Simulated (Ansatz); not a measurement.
C3H9BO, SMILES `BC(O)CC`, relaxed with RKS PBE-D4/def2-SVP in Ansatz 0.2.0 from a rough embedded geometry. The force threshold is 0.03 eV/Å; the program also tests the step.

Total charge 0; spin multiplicity 1.

Start:

```xyz
14

B     1.664   -0.965   -0.647
C     0.501    0.038   -0.526
O     1.040    1.268   -0.236
C    -0.474   -0.350    0.650
C    -1.692    0.549    0.674
H     1.855   -1.618   -1.664
H     2.406   -1.219    0.278
H    -0.044    0.086   -1.450
H     1.396    1.710   -1.074
H    -0.830   -1.402    0.376
H     0.065   -0.393    1.554
H    -2.350    0.214    1.476
H    -2.214    0.515   -0.315
H    -1.323    1.568    0.905
```

Task: How much energy does the relaxation release, and in how many steps? (Best estimate.)

Result: The calculation gave: 82.02 kJ/mol, in 16 steps, 3 of them rejected.

Task: Which bonds change most? (An estimate is asked.)

Result: Computed: B1–O3 from 2.355 to 1.687 Å; C2–O3 from 1.374 to 1.541 Å; C2–C4 from 1.576 to 1.505 Å; C4–H11 from 1.054 to 1.110 Å.

Task: Give the relaxed structure. (An estimate is asked.)

Result: The calculation gave: 
```xyz
14

B     1.812   -0.716   -0.613
C     0.296   -0.318   -0.602
O     1.261    0.858   -0.360
C    -0.627   -0.476    0.577
C    -1.663    0.640    0.742
H     2.405   -0.788   -1.676
H     2.316   -1.143    0.409
H    -0.236   -0.146   -1.559
H     1.382    1.324   -1.210
H    -1.133   -1.458    0.440
H    -0.015   -0.585    1.496
H    -2.309    0.468    1.625
H    -2.325    0.718   -0.146
H    -1.165    1.621    0.879
```
